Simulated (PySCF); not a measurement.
## Removing an electron from `C[SiH2][SiH2]Br`

CH7BrSi2.
Z-matrix (Å and degrees, PBE0-D3(BJ)/def2-SVP geometry), rows numbered from 1:
```
C 
Si  1  1.8843
Si  2  2.3421  1  110.66
Br  3  2.2392  2  108.63  1   178.32
H   1  1.1005  2  110.99  3    60.91
H   1  1.1005  2  110.88  3   -59.50
H   1  1.1009  2  110.39  3  -179.25
H   2  1.4958  1  111.00  3   119.58
H   2  1.4960  1  111.09  3  -119.78
H   3  1.4943  2  112.19  1    59.58
H   3  1.4944  2  112.24  1   -62.70
```

Level: wB97X-D/def2-SVPD (PySCF). Frontier orbitals with their largest atomic shares (Löwdin; up to four atoms above 4 %):

```tsv
orbital	ε (eV)	main atoms
HOMO−3	-11.42	C1 35 %, Si2 24 %, Br4 12 %, H9 6 %
HOMO−2	-11.09	Br4 48 %, Si3 19 %, Si2 16 %, H8 5 %
HOMO−1	-10.17	Br4 78 %, Si3 12 %, H10 5 %, H11 5 %
HOMO	-9.57	?
LUMO	0.88	Si3 29 %, Br4 26 %, Si2 14 %, C1 8 %
LUMO+1	1.94	Si3 24 %, Si2 19 %, Br4 19 %, H10 11 %
LUMO+2	1.97	Si3 27 %, Si2 26 %, Br4 13 %, C1 7 %
```

What vertical ionisation energy does ΔSCF give, and how far is −ε(HOMO) from it?

ΔSCF: 9.80 eV (946 kJ/mol; threshold wavelength 126 nm); ⟨S²⟩ of the doublet left behind is 0.757, against 0.75 for a pure doublet. −ε(HOMO) is 9.57 eV, 0.23 eV below it. In exact Kohn–Sham theory the two would be equal; wB97X-D (range-separated hybrid) comes within 0.23 eV of that here.

On which atoms does the HOMO lie?

Br4 (bromine bonded to Si) 43 %, Si3 (SiH2 silicon) 21 %, Si2 (SiH2 silicon) 18 %, C1 (Si-methyl carbon) 5 %. The HOMO−1 lies 0.60 eV lower.

Shift the occupied levels rigidly so that −ε(HOMO) equals the ΔSCF value. What binding energies result?

The shift is +0.23 eV: HOMO 9.80, HOMO−1 10.40, HOMO−2 11.32, HOMO−3 11.65 eV. A rigid shift is only a rough guide to the deeper ionisations.

With α = 92.3 au, estimate the like-pair dispersion coefficient by London's formula C6 = (3/4)α²I.

I = 0.3603 Eh, so C6 ≈ 2300 au, a rough estimate.

How many of the 10 lowest singlet excitations (vertical TDDFT, same level) lie below the ionisation energy?

All 10; they run from 5.96 to 8.14 eV.

Geometry: PBE0-D3(BJ)/def2-SVP, one conformer, isolated molecule. The calculation is non-relativistic, for bromine too.

These values come from a run that also computed excited states and ΔSCF ions. Hardware: one thread of an Arm Neoverse V2, no GPU, shared host. Cost: 62 s wall.

wB97X-D is run here without its empirical dispersion term; that term would change no orbital, density or response property at a fixed geometry.
